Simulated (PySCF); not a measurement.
Electron correlation in Kr²⁺ (krypton, charge +2)

[Ar] 3d10 4s2 4p4, high-spin 3P determinant. All numbers are calculated (PySCF 2.14, the spin-free X2C one-electron Hamiltonian (Gaussian nucleus), in x2c-TZVPPall (6s5p4d1f, 48 functions)). Frozen: [Ne]; 24 electrons correlated.

MP2 pair energies summed by pair of shells (mhartree):

```csv
pair,energy,share (%)
3d-3d,-80.14,28.2
4p-4p,-49.81,17.5
4s-4p,-49.58,17.5
3p-3d,-35.56,12.5
3d-4p,-16.35,5.8
3s-3d,-15.46,5.4
3d-4s,-11.95,4.2
4s-4s,-8.09,2.8
3p-3p,-5.91,2.1
3s-3p,-3.92,1.4
3p-4p,-2.82,1.0
3p-4s,-2.63,0.9
3s-3s,-0.82,0.3
3s-4p,-0.46,0.2
3s-4s,-0.37,0.1
```

Total MP2 correlation energy: -283.87 mhartree.

Same-spin part -89.19 and opposite-spin part -194.68 mhartree; SCS-MP2 scales them by 1/3 and 6/5 to -263.34 mhartree.

This basis was not built for core-valence correlation, so the inner-shell part is incomplete.
